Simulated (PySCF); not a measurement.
NO₂, SMILES O=N[O-], charge -1. Geometry optimised at PBE-D3(BJ)/def2-TZVPD.

Q: Give the equilibrium geometry at PBE-D3(BJ)/def2-TZVPD (PySCF confirms it by a frequency run) as Cartesian coordinates in Å, and its point group. (An estimate is asked for; the answer gives what the named calculation found.)

A: point group C2v.
```xyz
3

N      0.0000     0.0000    -0.4640
O      0.0000     1.0791     0.2030
O      0.0000    -1.0791     0.2030
```
Charge -1, spin multiplicity 1.
